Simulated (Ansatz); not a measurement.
These are Ansatz (a quantum-chemistry and plane-wave program) with frozen-core CCSD(T)/cc-pVTZ // B3LYP-D3(BJ)/def2-TZVP values and carry that method's errors. The restricted HF reference is unstable towards unrestricted orbitals.

Ansatz 0.2 input:
```yaml
crystal:
  periodic: [false, false, false]
  atoms:
    - { symbol: C, position_ang: [2.065882, -0.369195, 0.120859] }
    - { symbol: C, position_ang: [0.651448, 0.128897, -0.01898] }
    - { symbol: C, position_ang: [0.541658, 1.525204, -0.334855] }
    - { symbol: N, position_ang: [0.512022, 2.648954, -0.588625] }
    - { symbol: C, position_ang: [-0.441459, -0.633673, 0.1305] }
    - { symbol: Si, position_ang: [-2.233749, -0.124549, -0.019877] }
    - { symbol: H, position_ang: [2.58945, 0.176256, 0.908942] }
    - { symbol: H, position_ang: [2.623031, -0.209224, -0.804745] }
    - { symbol: H, position_ang: [2.073532, -1.431219, 0.359875] }
    - { symbol: H, position_ang: [-0.252411, -1.678376, 0.368879] }
    - { symbol: H, position_ang: [-2.867401, -0.939734, -1.083225] }
    - { symbol: H, position_ang: [-2.917227, -0.424621, 1.260587] }
    - { symbol: H, position_ang: [-2.349008, 1.311535, -0.337922] }
basis:
  gaussian: { orbitals: cc-pVTZ }
correlation:
  method: ccsd_t
```

Output:

```
Functional definition: HF
1614 factors; integrals over basis functions are off by at most 1.1e-3 eV
mean field evaluation 1: about -13573.5020 eV, gradient 3.7e1 eV
mean field evaluation 2: about -13573.9033 eV, gradient 3.8e1 eV
mean field evaluation 4: about -13577.9635 eV, gradient 7.2e0 eV
mean field evaluation 8: about -13578.1189 eV, gradient 3.6e-1 eV
mean field evaluation 16: about -13573.5024 eV, gradient 3.7e1 eV
mean field -13578.11940107 eV, -498.9866844093 hartree, gradient 2.5e-6 eV, S^2 0.000000; 0 other end points of the search recorded, 0 dependent functions left out; unrestricted orbitals would lower it
10 core orbitals not correlated
reference -13578.11940107 eV, -498.9866844093 hartree; 16, 16 occupied and 256, 256 virtual orbitals, 1614 factors
second order -26.00435051 eV of doubles, -0.00000000 eV of singles
cycle   1  -26.17645446 eV  change   -1.7e-1 eV  update   1.3e-1
cycle   2  -26.98329398 eV  change   -8.1e-1 eV  update   4.1e-2
cycle   3  -27.15690486 eV  change   -1.7e-1 eV  update   1.8e-2
cycle   4  -27.15205810 eV  change    4.8e-3 eV  update   5.1e-3
cycle   5  -27.15474436 eV  change   -2.7e-3 eV  update   2.2e-3
cycle   6  -27.15556359 eV  change   -8.2e-4 eV  update   5.2e-4
cycle   7  -27.15549435 eV  change    6.9e-5 eV  update   2.2e-4
cycle   8  -27.15551983 eV  change   -2.5e-5 eV  update   7.3e-5
cycle   9  -27.15553380 eV  change   -1.4e-5 eV  update   3.5e-5
perturbative correction -1.31309752 eV, -0.0482554436 hartree
Total energy: -13606.58803238 eV, -500.0328873133 hartree
```

Cost: roughly 26 core-minutes.
